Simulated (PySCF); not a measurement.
Consider `CP(C(F)(F)F)C(F)(F)F` (C3H3F6P). Atom numbers as in the mapped SMILES `[CH3:1][P:2]([C:3]([F:4])([F:5])[F:6])[C:7]([F:8])([F:9])[F:10]`.

Level of theory: ωB97X-D3(BJ)/ma-def2-SVP single points in PySCF, grid level 2; every species was optimised with PBE0-D3(BJ)/def2-SVP. The prefix ma- adds one diffuse s and one diffuse p function on all atoms but H. ωB97X-D3(BJ) is ωB97X-V with D3(BJ) in place of VV10. Thermal corrections: PBE0-D3(BJ)/def2-SVP frequencies, unscaled, ideal gas at 298.15 K and 1 bar, quasi-RRHO entropy.

(1) What are the vertical and the adiabatic ionisation energy for forming the radical cation?

(2) Where does the unpaired spin of the relaxed radical cation sit?

(3) How far is −ε(HOMO) from the vertical value by ΔSCF?

## Answers

(1) 10.85 eV vertical and 10.04 eV adiabatic, the latter with zero-point energy.

(2) P2 (phosphorus) 0.85 (intrinsic atomic orbital populations).

(3) −ε(HOMO) = 10.91 eV, which is 0.06 eV above the ΔSCF value.

Known limits: ma-def2-SVP is a small basis, whose errors can reach tens of kJ/mol.
